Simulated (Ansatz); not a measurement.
`NC1(F)C=C1` + HBr → `FC1(Br)C=C1` + NH₃ at 700 K and 1 bar (substitution at a C–N bond).

Gas-phase electronic energies from Ansatz, PBE0-D4/def2-TZVP geometries. CCSD(T)/CBS is the MP2 limit (def2-TZVPP, def2-QZVPP) plus CCSD(T) − MP2 in def2-TZVPP, frozen cores. This one scheme is used for every species. For Br outer-core shells are correlated without core-valence functions, which leaves a few kJ/mol of doubt a bond. Scalar relativity is left out up to krypton. Each species was taken in one conformer, which may not be the lowest.

| species | CCSD(T)/CBS energy (Eh) | H − E (kJ/mol) | S (J/(mol·K)) |
| --- | --- | --- | --- |
| `NC1(F)C=C1` | -270.96116 | 235.3 | 388.7 |
| HBr | -2573.91920 | 36.5 | 223.7 |
| `FC1(Br)C=C1` | -2788.36793 | 158.6 | 391.9 |
| NH₃ | -56.50880 | 116.9 | 226.5 |

H − E and S are ideal-gas, rigid-rotor, harmonic terms from PBE0-D4/def2-TZVP, for one conformer and one mirror image of each species. 1 Eh = 2625.50 kJ/mol, R = 8.31446 J/(mol·K).

Problem. By hand: ΔE, ΔH, ΔS and ΔG.

Solution. ΔE = (-2788.36793) + (-56.50880) − (-270.96116) − (-2573.91920) = 0.00363 Eh = 9.5 kJ/mol. Δ(H − E) = 158.6 + 116.9 − 235.3 − 36.5 = 3.7, so ΔH = 13.2 kJ/mol. ΔS = 391.9 + 226.5 − 388.7 − 223.7 = 6.0 J/(mol·K). ΔG = 13.2 − 700 × (6.0)/1000 = 9.0 kJ/mol.

Problem. By hand: the equilibrium constant, and the temperature at which ΔG would vanish if ΔH and ΔS stayed fixed.

Solution. log₁₀ K = −ΔG/(RT ln 10) = -0.7. ΔG = 0 at ΔH/ΔS = 2200 K, though so small a ΔS makes that figure unsure.

The number of gas molecules stays the same, so ΔS is small and ΔH decides. A doubt of 5 kJ/mol in ΔE shifts log₁₀ K by 0.4 here. Other conformers and mirror images would add mixing entropy, several J/(mol·K) or more a flexible species. These are equilibria of isolated gas molecules and say nothing of rates. Largest T1 diagnostic: 0.011 (customary marks: 0.02 for closed shells, 0.045 for open ones).
